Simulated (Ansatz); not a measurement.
Geometry optimisation, RKS B3LYP/def2-SVP in Ansatz 0.2.0.

The input (input.yaml):

```yaml
crystal:
  periodic: [false, false, false]
  atoms:
    - { symbol: B, position_ang: [0.040834, -0.457012, -0.419635] }
    - { symbol: F, position_ang: [-0.126626, 0.04959, 2.044329] }
    - { symbol: F, position_ang: [1.142244, 0.255194, -0.533029] }
    - { symbol: F, position_ang: [-1.113771, 0.043017, -0.833205] }
    - { symbol: O, position_ang: [0.137265, -1.758594, 0.033792] }
    - { symbol: H, position_ang: [-0.72038, -2.204153, 0.013763] }
    - { symbol: H, position_ang: [0.282235, -0.781644, 2.008584] }
basis:
  gaussian: { orbitals: def2-SVP }
hamiltonian:
  xc: b3lyp
relax:
  f_tol: 0.03
  max_steps: 50
output:
  orbitals: {}
```

Command:

```bash
$ ansatz run input.yaml --threads 2 --pin off --max-ram 3072MiB --backend cpu --events-out ev --progress --plain --runs-dir out
```

Question: Where does it end, and by what steps?

Answer: It converged. After 8 steps the energy has fallen by 0.034 eV; F2 moved furthest, 0.26 Å.

| step | energy less start (eV) | largest force component (eV/Å) | accepted |
| --- | --- | --- | --- |
| 0 | 0.0000 | 0.839 | yes |
| 1 | -0.0164 | 0.370 | yes |
| 2 | -0.0132 | 1.027 | no |
| 3 | -0.0241 | 0.227 | yes |
| 4 | -0.0278 | 0.450 | yes |
| 5 | -0.0286 | 0.335 | yes |
| 6 | -0.0327 | 0.070 | yes |
| 7 | -0.0335 | 0.044 | yes |
| 8 | -0.0336 | 0.026 | yes |

```xyz
7
Properties=species:S:1:pos:R:3
B 0.040 -0.442 -0.479
F -0.063 -0.061 2.268
F 1.125 0.295 -0.574
F -1.089 -0.023 -1.030
O 0.114 -1.648 0.149
H -0.724 -2.131 0.124
H 0.240 -0.843 1.856
```

Whether the end is a true minimum wasn't checked by a vibrational analysis.

The run took 15 s on 2 threads of Intel(R) Xeon(R) Platinum 8259CL CPU @ 2.50GHz (Skylake/Cascade Lake), with other jobs on the host, peak memory 0.17 GiB.
